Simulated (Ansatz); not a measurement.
Species: 2-methyl-3-methylselanylprop-1-ene, C₅H₁₀Se, net charge 0, singlet state. SMILES: CC(=C)C[Se]C
Coordinates optimised at B3LYP-D3(BJ)/def2-TZVP (Ansatz, a program for electronic structure):
```xyz
16

C     -2.3715     0.7607     0.1089
C     -1.2879     0.6470     0.8723
C     -0.8171     1.7571     1.7685
C     -0.4671    -0.6109     0.8982
Se     0.7002    -0.8769    -0.6892
C      1.5557     0.8851    -0.7353
H     -2.6944    -0.0460    -0.5374
H     -2.9599     1.6691     0.0941
H      0.2195     2.0271     1.5512
H     -0.8444     1.4443     2.8166
H     -1.4352     2.6479     1.6609
H     -1.0948    -1.5005     0.8849
H      0.1682    -0.6521     1.7809
H      0.8053     1.6592    -0.8757
H      2.1283     1.0600     0.1729
H      2.2285     0.8725    -1.5903
```
Charge 0, spin multiplicity 1.

Parts of the frozen-core correlation energy in 6-31G (Ansatz, hartree). Frozen orbitals: 19; correlated occupied orbitals by spin: 18 and 18; virtual: 57 and 57. Spin-orbit coupling is left out. Non-relativistic. The restricted reference is unstable.

```tsv
term	value
reference (HF)	-2594.54138
MP2 opposite-spin	-0.39987
MP2 same-spin	-0.11164
CCSD correlation	-0.57812
(T)	-0.01560
T1 diagnostic	0.008
largest doubles amplitude	0.066
```
